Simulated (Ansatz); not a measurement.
A made-up structure of NaInH₂, closed shell:

```
atom    x (Å)    y (Å)    z (Å)
 Na1  -2.1387   1.0587  -1.3363
 In2   0.1599  -0.0791   0.0999
  H3   0.6530  -1.7823   0.1323
  H4  -3.9284   1.8384  -1.6005
```

It is relaxed with PBE-D4/def2-SVP and then PBE0-D4/def2-TZVP (Ansatz 0.2.0). Atoms count as bonded within 1.22 times the sum of their covalent radii (H–H: 0.88 Å). The end point is not checked to be a true minimum.

Task: Does its bonding change? (A judgement: the text doesn't fix the answer.)

Result: Computed: Yes. Formed: In2–H4; broken: none.

Where it ends: The first stage lowers the energy by 0.93 eV in 24 steps. It ends as NaInH₂ ([H]1[Na][InH]1):
```csv
atom,x (Å),y (Å),z (Å)
Na1,-2.1003,2.2184,-1.4280
In2,-0.3690,0.1597,-0.4436
H3,-0.4337,-1.5535,0.0520
H4,-2.3512,0.2111,-0.8850
```

Labels in which every atom is bracketed show which atoms are joined, not bond orders.

For scale, one of the runs: PBE0-D4/def2-TZVP relaxation, 94 basis functions, launched by `ansatz run in.yaml --threads 2 --pin off --events-out ev --progress --plain --max-ram 4352MiB`. The run took about 14 s on 2 CPU threads of an Intel Xeon Platinum 8488C (shared host).
